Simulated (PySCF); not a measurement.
## Heteronuclear NMR

Bonds (- single, = double, # triple, : aromatic): C1-C2, C2-Si3, Si3-C4, C4-C5, C5=C6, C6-C7, C7=C8, C8-C9, C6-C2, C9-C5. C1 carries H10, H11, H12; C2 carries H13; Si3 carries H14, H15; C4 carries H16, H17; C7 carries H18; C8 carries H19; C9 carries H20, H21. Stereochemistry as in C[C@@H]1[SiH2]CC2=C1C=CC2. H15, H17 are cis to C1 on the ring; H21 is pro-R; H20 is pro-S; H14, H16 are trans to C1 on the ring.

PySCF calculation with geometry: GFN2-xTB and GIAO PBE0/pcSseg-1 shieldings; no solvent, no relativistic terms, equivalent nuclei averaged, one conformer.

Question: Where does 29Si resonate?

Answer: 
```
atoms                                       environment  σ (ppm)  δ (ppm)
  Si3  silicon bonded to 2 C, 2 H, in a 5-membered ring    359.1    -15.2
```

Shieldings were converted by a linear fit to measured shifts: 29Si: δ = 279.94 − 0.822σ (rms 8.9 ppm, 72 shifts, 25.8 ppm with the 6 outliers that the fit left out vs TMS, solution or neat liquid). Occasional misses reach two or three times the rms, and more in compound classes unlike the fitted ones.

On a 300 MHz spectrometer 29Si resonates near 59.6 MHz, so 1 ppm is 59.6 Hz.
